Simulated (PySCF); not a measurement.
Energy landscape of H4P (cation, charge +1), singlet: flattening of a tetrahedron along the D2d path, bond length relaxed. Scanned: the two opposite H-P-H angles (109.47 = tetrahedral, 180 = square planar). Other coordinates (P-H bond length) were minimised at B3LYP/def2-TZVP.

The free coordinates were minimised at B3LYP/def2-TZVP in PySCF; the energy column is CCSD(T) on RHF/cc-pVTZ, 5 core orbitals frozen in PySCF, in kJ/mol.

| a / ° | P-H bond length / Å | E |
|---|---|---|
| 90 | 1.403 | 55.5 |
| 95 | 1.401 | 30.2 |
| 100 | 1.399 | 12.8 |
| 105 | 1.398 | 2.8 |
| 109.47 | 1.398 | 0.0 |
| 115 | 1.398 | 4.2 |
| 120 | 1.399 | 14.9 |
| 130 | 1.403 | 55.1 |
| 140 | 1.409 | 118.7 |
| 150 | 1.418 | 203.8 |
| 160 | 1.429 | — |
| 170 | 1.444 | — |
| 180 | 1.456 | — |

A dash means that the run gave no value there, or that the column was ended at a point which the program doubted or which failed a test of continuity chosen for this set; such a test can also cut sound points.
